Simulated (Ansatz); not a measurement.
C2H9BOSi can be A, `BOC[SiH2]C`, or B, `BCC(O)[SiH3]`.

Computed with Ansatz on PBE0-D4/def2-TZVP structures; ΔE is electronic, products minus reactants. CBS: MP2 limit from def2 TZ/QZ plus the TZ coupled-cluster correction, frozen cores. Functionals use def2-TZVPP. B3LYP here is the variant with VWN-RPA as its local correlation; programs differ in this. One conformer a species, not always the lowest.

(1) Which isomer does CCSD(T)/CBS put lower? Give the gap. (Estimate.)

(2) Give E(B) − E(A) in kcal/mol with B3LYP, MP2/def2-TZVPP, CCSD/def2-TZVPP, PBE0-D4, PBE-D4, B3LYP-D4, ωB97M-V. (Best estimate.)

Largest T1 diagnostic: 0.013.

Results:

(1) Ansatz gave: A, by 44.4 kcal/mol.

(2) Ansatz gave: B3LYP 46.4, MP2/def2-TZVPP 45.0, CCSD/def2-TZVPP 44.5, PBE0-D4 44.1, PBE-D4 44.4, B3LYP-D4 45.9, ωB97M-V 44.8. None reverses the order clearly.
